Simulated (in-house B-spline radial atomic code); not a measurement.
**RPA and G0W0 on TPSS: Ba2+**

Configuration [Kr] 4d10 5s2 5p6, mean-field start TPSS. Computed with a B-spline radial code for spherical atoms: all electrons, scalar-relativistic (spin-free one-electron X2C), finite nucleus, each spin shell either full or empty, empty states to l = 9 with an (l + 1/2)⁻⁴ tail; G0W0 by contour deformation at full frequency.

Spin-orbit coupling, left out, splits p levels strongly here.

Command:
```bash
python run_gw.py task.json out
```
Settings (radii: box in bohr, nucleus in fm):
```
Z                        56
electrons                54
configuration            [Kr] 4d10 5s2 5p6
hamiltonian              x2c
method                   tpss,tpss
lmax                     9
rms_radius               4.8378
spin_polarised           False
box_radius               17.55
intervals                69
```

Time taken, with all properties: 4.3 s on 1 thread of Arm Neoverse N1, on a shared host.

Energies (hartree):

```tsv
term	value
mean-field total	-8133.89926
Hartree-Fock functional on these orbitals	-8131.15332
direct second order	-4.9531
second-order exchange	1.3383
SOSEX correction	1.2456
```

Problem. What is the RPA correlation energy, and what remains with SOSEX?

Solution. RPA gives -4.3231 hartree (-2.18 eV per electron); RPA + SOSEX gives -3.0774, and the second-order doubles -3.6149 hartree (no singles). SOSEX takes back 29 % of the RPA value.

Quasi-particle levels (eV):

```
level  occupied  mean field  Σx - vxc     Σc  QP weight    G0W0
   5p       yes      -31.07     -4.92      ?          ?       ?
   5d        no     -12.755      4.92  -1.73      0.948  -9.560
```

G0W0 = mean field + (Σx - vxc) + Σc, with Σc (partial-wave tail included) taken at the quasi-particle energy. Only the outer levels were computed. Levels of low weight are left out.

Problem. Where does G0W0 put 5p?

Solution. At -36.59 eV, with Σc = -0.60 eV and a quasi-particle weight of 0.919. The tabulated removal energy is 35.844 ± 0.0025 eV (NIST, measured); the calculation leaves out spin-orbit coupling, Breit and QED terms, and what these don't explain is the method's own error.
